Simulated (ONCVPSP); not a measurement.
**An all-electron radial function and its pseudo partner (Sc (Z = 21))**

Columns: radius, all-electron u(r) and pseudo u(r) of the 3p shell (level -30.89 eV) of scandium in the configuration [Ne] 3s2 3p6 3d2 4s1; PBE, scalar-relativistic, ONCV scheme, ONCVPSP 4.0.1.

```tsv
r (bohr)	all-electron	pseudo
0.155	-0.4826	0.0667
0.310	-0.2703	0.2461
0.465	0.2408	0.4859
0.620	0.6583	0.7207
0.775	0.8978	0.8925
0.930	0.9839	0.9731
1.085	0.9673	0.9653
1.240	0.8929	0.8928
1.395	0.7921	0.7921
1.550	0.6844	0.6844
1.705	0.5806	0.5806
1.860	0.4861	0.4861
2.015	0.4032	0.4031
2.170	0.3319	0.3319
2.325	0.2718	0.2718
2.480	0.2216	0.2216
2.635	0.1801	0.1801
2.790	0.1460	0.1460
2.945	0.1182	0.1182
3.100	0.0955	0.0955
3.255	0.0770	0.0770
3.410	0.0620	0.0620
3.565	0.0499	0.0499
3.720	0.0401	0.0401
3.875	0.0322	0.0322
4.030	0.0259	0.0259
```

Question: How many radial nodes do the two functions have?

Answer: The all-electron 3p function has n − l − 1 = 1; the pseudo-wave has 0, since the states of the same l below it are removed with the core.

Question: At about which radius was the pseudo-wave matched?

Answer: 1.20 bohr, where the columns begin to agree (steps of 0.15 bohr).

Question: Is the pseudo-wave norm-conserving?

Answer: Yes: the ONCV scheme keeps the norm inside the radius equal to the all-electron one, which fixes the energy derivative of the logarithmic derivative at the level.
